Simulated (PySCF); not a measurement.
ClH6NSSi2.

```xyz
11

Si     1.4058    -0.5728     0.6769
Cl     1.9062     1.4507     0.5858
S     -0.0274    -1.0856    -0.8176
Si    -1.6235     0.3221    -0.2726
N     -3.2000    -0.3265    -0.5128
H      0.8883    -0.8123     2.0482
H      2.6232    -1.3781     0.4128
H     -1.5084     1.5208    -1.1388
H     -1.4183     0.6450     1.1642
H     -3.5997    -0.3305    -1.4467
H     -3.5055    -1.1401     0.0136
```

Geometry: B3LYP-D3(BJ)/def2-SVP. This is a generated structure with no PubChem entry under its InChIKey; it may be hypothetical. Other conformers were not sampled.

Level of theory: PBE/pcSseg-1 in PySCF. Non-relativistic, no solvent.

Computed absolute GIAO shielding of each atom: isotropic value and principal components (ppm):
```tsv
atom	σ(iso)	σ11	σ22	σ33	span
Si1	331.9	261.2	358.7	375.8	114.5
Cl2	878.7	758.1	861.8	1016.4	258.2
S3	642.2	500.6	655.4	770.7	270.1
Si4	355.8	300.9	370.0	396.5	95.7
N5	234.4	220.3	235.5	247.5	27.2
H6	25.3	20.6	24.5	30.7	10.0
H7	25.5	20.9	23.9	31.6	10.7
H8	25.8	21.1	25.6	30.5	9.5
H9	25.8	20.7	27.1	29.4	8.7
H10	30.2	23.6	26.5	40.5	17.0
H11	30.6	23.6	27.6	40.6	16.9
```
